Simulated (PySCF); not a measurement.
C4H5Si, SMILES C1=C[SiH]C=C1, multiplicity 2.

Geometry optimised at PBE-D3(BJ)/def2-SVP. The geometry has at least one imaginary mode, so it is a saddle point at that level. The isomer is the one that the SMILES or the coordinates give; other isomers of the formula were not compared.

Computed with r2SCAN/def2-TZVP run with PySCF.

```json
{
  "total_energy": "-444.78918 hartree",
  "point_group": "C2v",
  "α spin, highest occupied and lowest empty level": "-4.93 and -0.87 eV",
  "β spin, highest occupied and lowest empty level": "-5.69 and -3.44 eV",
  "dipole_moment": "0.22 D",
  "quadrupole, principal values (traceless, Buckingham form, about the centre of nuclear charge)": "-6.42, 2.17, 4.25 D·Å",
  "mean_static_polarisability": "72.8 bohr³ (10.78 Å³)",
  "polarisability_principal_values": "46.4, 77.9, 94.0 bohr³",
  "⟨S²⟩": "0.767 (pure state 0.75)"
}
```
